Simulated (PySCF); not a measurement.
Harmonic spectrum computed at PBE0 in the def2-SVP basis family (core potentials from Rb on, PySCF, no spin–orbit coupling):

```
ω (cm⁻¹)  IR (km/mol)
     124          0.3
     414         55.3
     418          151
```

Q: Which molecule gave it? In each, all ligands are bound to the one heavy central atom.
A. RhBr₂ (quartet)
B. GaBr₂ (doublet)
C. SiBr₂ (singlet)
D. PdBr₂ (triplet)

A: C. It has C2v symmetry with Si–Br 2.256 Å (×2).
